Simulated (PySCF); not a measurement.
Start geometry of `C#CCCC(C)=[Se]` from GFN2-xTB (Å):
```
atom  x, y, z in Å
C1     2.186   -1.207   -0.622
C2     1.680   -0.420    0.126
C3     1.047    0.540    1.002
C4    -0.230    1.146    0.376
C5    -1.300    0.111    0.266
C6    -1.414   -0.592   -1.034
Se7   -2.324   -0.294    1.653
H8     2.646   -1.901   -1.260
H9     1.754    1.346    1.213
H10    0.785    0.052    1.946
H11   -0.564    1.954    1.031
H12    0.013    1.555   -0.607
H13   -1.654    0.120   -1.826
H14   -2.179   -1.363   -1.005
H15   -0.449   -1.040   -1.283
```

**Question.** What comes out of this run: PySCF, PBE0-D3(BJ)/def2-SVP geometry optimisation, gas phase?

**Answer.** 
```
atom  x, y, z in Å
C1     2.181   -1.294   -0.521
C2     1.649   -0.464    0.183
C3     0.999    0.533    1.023
C4    -0.317    1.090    0.446
C5    -1.382    0.034    0.324
C6    -1.558   -0.564   -1.027
Se7   -2.309   -0.488    1.736
H8     2.663   -2.035   -1.132
H9     1.696    1.372    1.188
H10    0.784    0.096    2.012
H11   -0.665    1.879    1.129
H12   -0.116    1.546   -0.538
H13   -1.841    0.223   -1.749
H14   -2.314   -1.358   -1.035
H15   -0.588   -0.964   -1.374
```

The energy falls by 0.063 eV over 6 energy and gradient evaluations, the largest force component goes from 0.0154 to 2.3e-04 Eh/bohr, and the atoms move by 0.112 Å rms after alignment. The bond that changes most is C1–H8 (terminal alkyne carbon to alkyne hydrogen), which lengthens by 0.025 Å. Bonds longer at the end by more than 0.005 Å: 12 of 14; shorter: 0. Among the angles that change most is C2–C3–C4, from 112.1° to 114.4°. Rotational constants go from 3465, 904.8, 840.3 to 3214, 905.2, 850.6 MHz. The orientation of the end geometry is arbitrary; only internal coordinates are fixed.

The run used 156 basis functions and 45 SCF cycles in all.

No PBE0-D3(BJ)/def2-SVP frequencies stand behind this structure, so it isn't proved a minimum. One conformer, not necessarily the lowest.
